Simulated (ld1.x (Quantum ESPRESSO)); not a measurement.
# Which change was made? (Pd, TM semilocal)

ld1.x (Quantum ESPRESSO) 7.5 input, shortened:

```
&input
   title='Pd', zed=46., rel=1, dft='PZ', iswitch=3,
   config='[Kr] 4d8 5s0 5p0'
 /
 &inputp
   pseudotype=1, tm=.true., lloc=2,
   nlcc=.false.
 /
3
5S  1  0   0.00   0.00  2.45  2.45  0.0
4P  2  1   6.00   0.00  1.20  1.20  0.0
4D  3  2   8.00   0.00  1.55  1.55  0.0
 &test
   configts(1)='4p6 4d8 5s0 5p0'
 /
```

Cutoffs, loose and tight: the cutoffs (Ry, on a coarse ladder) from which the occupation-weighted sum of valence levels, in a spherical-Bessel basis at the reference potential, stays within 10 and 1 mRy of its value at 400 Ry. They do not see the model core or the augmentation charge, which bear on the density cutoff. Test errors are all-electron minus pseudo excitation energies from the reference, over the configurations 4p6 4d10 5s0 5p0; 4p6 4d9 5s0 5p0; 4p6 4d7 5s0 5p0; 4p6 4d9.5 5s0 5p0; 4p5 4d10 5s0 5p0; 4p6 4d9 5s0 5p1; 4p6 4d6 5s0 5p0 (two spin-polarised tests are not counted in the largest error); variants that change the core or the reference have their own tests.

The base gives: outcome: generated; cutoff, loose: 110 Ry; cutoff, tight: 160 Ry; bound ghosts: none; largest test error (meV): -33.

Problem. After one change the result is: outcome: generated; cutoff, loose: 160 Ry; cutoff, tight: 260 Ry; bound ghosts: none; largest test error (meV): -26. Which change was it?
A. all radii scaled by about 1.37 (s 3.36, p 1.64, d 2.12 bohr)
B. all radii scaled by about 1.08 (s 2.66, p 1.30, d 1.68 bohr)
C. all radii scaled by about 0.77 (s 1.88, p 0.92, d 1.18 bohr)
D. all radii scaled by about 1.25 (s 3.06, p 1.50, d 1.94 bohr)

Solution. C. The others give: all radii scaled by about 1.25 (s 3.06, p 1.50, d 1.94 bohr) → outcome: generated; cutoff, loose: 60 Ry; cutoff, tight: 90 Ry; bound ghosts: none; largest test error (meV): -78 | all radii scaled by about 1.08 (s 2.66, p 1.30, d 1.68 bohr) → outcome: generated; cutoff, loose: 80 Ry; cutoff, tight: 140 Ry; bound ghosts: none; largest test error (meV): -44 | all radii scaled by about 1.37 (s 3.36, p 1.64, d 2.12 bohr) → outcome: generated; cutoff, loose: 50 Ry; cutoff, tight: 80 Ry; bound ghosts: none; largest test error (meV): -108.
